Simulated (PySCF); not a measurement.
Compound: bromoacetonitrile, C₂H₂BrN.
SMILES: `N#CCBr`

Computed with PySCF at wB97X-D/def2-SVPD, non-relativistic, on one gas-phase PBE0-D3(BJ)/def2-SVP geometry that isn't relaxed in the solvent. The solvent is an IEF-PCM continuum (cavity from Bondi-type radii × 1.2), and excitations are vertical TDDFT with non-equilibrium linear response and a frozen core. Only the electrostatic response of the medium enters. Spin–orbit coupling is left out although an atom past zinc is present.

Gas-phase singlets (H = HOMO, L = LUMO):

```csv
state,E (eV),λ (nm),f,leading configuration
S1,5.714,217,0.000,H→L 97%
S2,5.810,213,0.004,H-1→L 96%
S3,6.963,178,0.000,H-3→L 81%
S4,7.469,166,0.098,H-2→L 68%
S5,7.896,157,0.004,H-2→L+2 61%
```

Q: Give the list for benzene (ε = 2.271), n² = 2.25.

A: 
| state | E (eV) | λ (nm) | f | leading configuration | change by rank (eV) |
| --- | --- | --- | --- | --- | --- |
| S1 | 5.714 | 217 | 0.000 | H→L 97% | 0.000 |
| S2 | 5.828 | 213 | 0.005 | H-1→L 96% | +0.018 |
| S3 | 7.043 | 176 | 0.000 | H-3→L 81% | +0.080 |
| S4 | 7.505 | 165 | 0.149 | H-2→L 69% | +0.036 |
| S5 | 7.927 | 156 | 0.080 | H→L+1 87% | +0.031 |

Q: Give the list for acetonitrile (ε = 35.69), n² = 1.81.

A: 
| state | E (eV) | λ (nm) | f | leading configuration | change by rank (eV) |
| --- | --- | --- | --- | --- | --- |
| S1 | 5.734 | 216 | 0.000 | H→L 96% | +0.020 |
| S2 | 5.875 | 211 | 0.005 | H-1→L 96% | +0.065 |
| S3 | 7.132 | 174 | 0.000 | H-3→L 81% | +0.169 |
| S4 | 7.605 | 163 | 0.132 | H-2→L 66% | +0.136 |
| S5 | 7.983 | 155 | 0.083 | H→L+1 90% | +0.087 |

Q: How do the frontier levels move from gas to acetonitrile?

A: 
```csv
orbital,gas (eV),solvent (eV),change (eV)
LUMO+2,2.07,2.21,+0.14
LUMO+1,1.69,2.09,+0.40
LUMO,0.15,0.39,+0.24
HOMO,-10.69,-10.44,+0.25
HOMO-1,-10.77,-10.58,+0.19
HOMO-2,-11.94,-11.96,-0.02
HOMO-3,-12.05,-12.10,-0.05
```

The HOMO–LUMO gap goes from 10.84 to 10.83 eV.
